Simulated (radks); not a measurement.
Results of a calculation; reference values are marked as such.
Trend from Lu to Hg: ionisation energy by Delta-SCF between NIST ground configurations, and size. Level of theory: scalar-relativistic Kohn-Sham, PBE, spin-polarised, spherical densities, finite nucleus; open shells are filled with parallel spins first (spin-orbit coupling, left out, can overturn this in heavy ions); Fermi nuclear charge, rms radius of each element as measured or else 0.836 A^(1/3) + 0.57 fm (a radial shooting solver on a logarithmic mesh with Libxc functionals).

| species | configuration | configuration of the ion | IE (eV) | NIST (eV) | kind | outermost | <r> outermost (bohr) |
|---|---|---|---|---|---|---|---|
| Lu | [Xe] 4f14 5d1 6s2 | [Xe] 4f14 6s2 | 5.379 | 5.426 | exp. | 6s | 3.68 |
| Hf | [Xe] 4f14 5d2 6s2 | [Xe] 4f14 5d1 6s2 | 6.871 | 6.825 | exp. | 6s | 3.53 |
| Ta | [Xe] 4f14 5d3 6s2 | [Xe] 4f14 5d3 6s1 | 7.374 | 7.550 | exp. | 6s | 3.42 |
| W | [Xe] 4f14 5d4 6s2 | [Xe] 4f14 5d4 6s1 | 7.530 | 7.864 | exp. | 6s | 3.33 |
| Re | [Xe] 4f14 5d5 6s2 | [Xe] 4f14 5d5 6s1 | 7.657 | 7.834 | exp. | 6s | 3.26 |
| Os | [Xe] 4f14 5d6 6s2 | [Xe] 4f14 5d6 6s1 | 8.403 | 8.438 | exp. | 6s | 3.10 |
| Ir | [Xe] 4f14 5d7 6s2 | [Xe] 4f14 5d7 6s1 | 9.027 | 8.967 | exp. | 6s | 2.98 |
| Pt | [Xe] 4f14 5d9 6s1 | [Xe] 4f14 5d9 | 9.508 | 8.959 | exp. | 6s | 2.90 |
| Au | [Xe] 4f14 5d10 6s1 | [Xe] 4f14 5d10 | 9.580 | 9.226 | exp. | 6s | 2.86 |
| Hg | [Hg] | [Xe] 4f14 5d10 6s1 | 10.474 | 10.438 | exp. | 6s | 2.70 |

Reference values: NIST Atomic Spectra Database (exp. = measured, semi-emp. = semi-empirical, theory = theoretical value adopted there). Open shells are spherical and high-spin; term and fine-structure splittings are not resolved. Spin-orbit splitting is averaged out at the scalar-relativistic level.
